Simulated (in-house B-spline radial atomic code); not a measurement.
Results of a calculation; reference values are marked as such.
**Building a PAW s channel for V, r_c = 3.01 bohr**

V, [Ar] 3d3 4s2, non-relativistic LDA (VWN5), spherical and spin-unpolarised, from a B-spline radial code for spherical atoms (atomic units; all potentials screened as in the neutral atom).

Two all-electron partial waves φ1, φ2 are integrated outwards at E1 = ε(4s) = -0.175968 and E2 = E1 + 2 hartree; φ1 is the bound orbital and φ2 has unit norm inside r_c = 3.0139 bohr. Smooth partners are polynomials, r^1(a0 + a1 r² + a2 r⁴ + a3 r⁶), matched to φ and three derivatives at r_c, with no condition on the norm. The local potential is -2.04865 + (0.490489) r² + (-0.0512032) r⁴ + (0.00198036) r⁶ inside 2.5739 bohr and the all-electron one outside.

```csv
wave,φ(r_c),φ'(r_c),a0,a1,a2,a3
1,0.5904392,-0.06182153,0.2994207,-0.00332654,-0.00146947,6.397567e-05
2,0.9701788,0.0820202,-2.576398,0.8191796,-0.07353307,0.00203407
```

Inside r_c the overlaps are <φi φj> = [[0.44810, -0.02710], [-0.02710, 1.00000]] and, for the smooth waves, [[0.55738, -0.61519], [-0.61519, 4.26463]]. With χj = (Ej − T − V_local) applied to smooth wave j, the program's quadrature gives the matrix B_ij = <smooth i, χj> as [[0.23914, -2.06113], [-0.88494, 9.26264]].

Problem. Check the match of the first wave, and find the augmentation charges q_ij.

Solution. At r_c the four terms are 0.90242, -0.09107, -0.36543, 0.14452, which sum to 0.5904, φ1(r_c) to rounding. q_ij is the all-electron overlap less the smooth one: [[-0.10929, 0.58809], [0.58809, -3.26463]]. The smooth first wave has a norm of 0.5574 inside r_c against 0.4481, so q11 is negative and must stay small enough for the overlap operator to be positive.

Problem. B isn't symmetric. Show that D_ij = B_ij + Ej q_ij is.

Solution. Integrating by parts gives B12 − B21 = (E1 − E2) q12: -2.06113 − (-0.88494) = -1.17619, and −2 × (0.58809) = -1.17619. So D12 = -2.06113 + (1.824032)(0.58809) = -0.98843 and D21 = -0.88494 + (-0.175968)(0.58809) = -0.98843; D11 = 0.25837, D22 = 3.30785. The projectors, p = (B⁻¹)ᵀ χ, are dual to the smooth waves; det B = 0.39.

Solving (T + V_local + Σ p D p) ψ = E (1 + Σ p q p) ψ in a sphere of 9 bohr, whose wall lifts the free-atom level a little, gives these levels:

```tsv
all-electron	one projector	two projectors
-0.175040	-0.175040	-0.175040
0.101467	0.097335	0.101216
0.462398	0.396741	0.460984
0.981248	0.643039	0.978620
1.647570	1.101820	1.647120
```

Problem. What does the second projector gain?

Solution. With one projector the errors are 0.00, -4.13, -65.66 millihartree, and the level at 0.6430 is out of step with the all-electron series: an extra state, or one far too low, so the pairing ends there; skipping it, the next levels are off by +120.6 millihartree. With two the errors are 0.00, -0.25, -1.41, -2.63, -0.45 millihartree. The scattering is exact at E1 and at E2 = 1.824, and over all levels compared the largest error is 2.6 millihartree. The lowest eigenvalue of the overlap operator is 0.5974 with one and 0.1099 with two projectors. The smooth orbital alone needs a cutoff of 1.48 hartree for 1 millihartree of kinetic energy, against 3.08 for a norm-conserving Troullier-Martins orbital of the same radius; part of the gain comes from giving up the norm, part from the simpler form.
